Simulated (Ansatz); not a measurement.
## Worked example: C2H5FMg + BO → C2H5Mg + BOF

Species: C2H5FMg `C[CH2][Mg][F]`, singlet; BO, doublet; C2H5Mg `C[CH2][Mg]`, doublet; BOF (fluoro(oxo)borane) `O=BF`, singlet. A radical takes F: the energy is the difference in strength between the Mg–F bond broken and the B–F bond made.

Shapes, held fixed at every level: PBE0-D4/def2-TZVP. Programs: Ansatz 0.2.0. The zero-point and thermal change to 298 K, harmonic and unscaled (PBE0-D4/def2-TZVP), is +3.6 kJ/mol.

At CCSD(T)/def2-TZVPP; 1 Eh = 2625.50 kJ/mol:

| species | energy (Eh) |
| --- | --- |
| C2H5FMg | -378.687830 |
| BO | -99.872568 |
| C2H5Mg | -278.841500 |
| BOF | -199.750591 |

Question: Work out ΔH(298 K) of the reaction at this level.

Answer: 
1. Products less reactants: (-278.841500) + (-199.750591) − [(-378.687830) + (-99.872568)] = -0.031693 Eh = -83.2 kJ/mol.
2. With the thermal change: -83.2 + (+3.6) = -79.6 kJ/mol.

Other levels give -121.4 (SPW92/def2-TZVPP) to -71.8 kJ/mol (MP2/def2-SVP). No measured value is set beside it here. Open shells run unrestricted. Outer-core shells of Mg are correlated in most correlated rows, in sets that cover them unevenly.
